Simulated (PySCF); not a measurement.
## BiC: from constants to spectrum

ROHF-CCSD(T) constants of BiC, doublet, unpaired electrons σ ↑ (basis Bi aug-cc-pVDZ-PP with ECP60, C aug-cc-pVDZ; scalar-relativistic core potentials; PySCF 2.14; masses 208.9804 and 12.0000 u):

| Property | Result |
| --- | --- |
| ωe | 715.1 cm⁻¹ |
| ωexe | 4.01 cm⁻¹ |
| Be | 0.3672 cm⁻¹ |
| αe | 0.00266 cm⁻¹ |
| De to Bi + C | 2.55 eV |

(1) What force constant and bond length do these constants imply?

(2) Estimate the centrifugal constant D from the Kratzer relation and find the Dunham coefficient a1.

Correlated steps freeze 5 core orbitals. Correlated levels converge slowly with the basis: in double zeta they bind strong bonds too weakly, by up to about 1 eV, and carry superposition errors of some tenths. These are scalar-relativistic numbers at best; spin–orbit coupling would shift them, the dissociation energy most. The state is the lowest determinant that a PBE0 search found; another state may lie lower at other levels.

Answers

(1) Reduced mass μred = 11.348 u; k = 5.8918×10⁻⁷·μred·ωe² (u, cm⁻¹, mdyn/Å) = 3.42 mdyn/Å; Re = √(16.8576/(μred·Be)) (u, cm⁻¹, Å) = 2.011 Å.

(2) D = 4Be³/ωe² = 3.87e-07 cm⁻¹; a1 = −1 − αeωe/(6Be²) = -3.35.
